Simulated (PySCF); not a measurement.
# From computed data to an observable: chemical shift, span and skew from a shielding tensor

C₂H₆BFO₂, SMILES F[C@H](C)B(O)O. Atoms are numbered in the order given.

```xyz
12

C      1.7067    -0.7965     0.2057
C      0.4816    -0.0248     0.6718
F      0.8223     1.3434     0.7694
B     -0.7795    -0.1416    -0.3073
O     -1.2757     0.9840    -0.8704
O     -1.3707    -1.3295    -0.6108
H      1.4873    -1.8755     0.1518
H      2.0203    -0.4656    -0.7968
H      2.5530    -0.6569     0.8961
H      0.2093    -0.3504     1.6945
H     -0.7621     1.7487    -0.5703
H     -0.9704    -2.0912    -0.1783
```

Geometry: B3LYP-D3(BJ)/def2-SVP. The structure was generated by enumeration; whether it is a known compound was not checked. One conformer was computed; it need not be the lowest.

GIAO shieldings from PBE0/pcSseg-1 run with PySCF, non-relativistic, no solvent. The symmetric part of the tensor of C1 has the principal values 147.1, 166.8, 182.1 ppm. The same nucleus in TMS has σ = 186.3 ppm at this level (PySCF, at its B3LYP-D3(BJ)/def2-TZVP geometry).

**Question.** Work out the isotropic shielding, the ¹³C shift against TMS, the span and the skew.

**Answer.** 
σ(iso) = (σ11 + σ22 + σ33)/3 = 165.3 ppm. δ = σ(ref) − σ(iso) = 186.3 − (165.3) = 21.0 ppm.
Span Ω = σ33 − σ11 = 35.0 ppm. Skew κ = 3(σ(iso) − σ22)/Ω = -0.13. Tumbling in solution averages the tensor to δ; in a static solid the shielding alone would spread this spin-1/2 line over Ω.
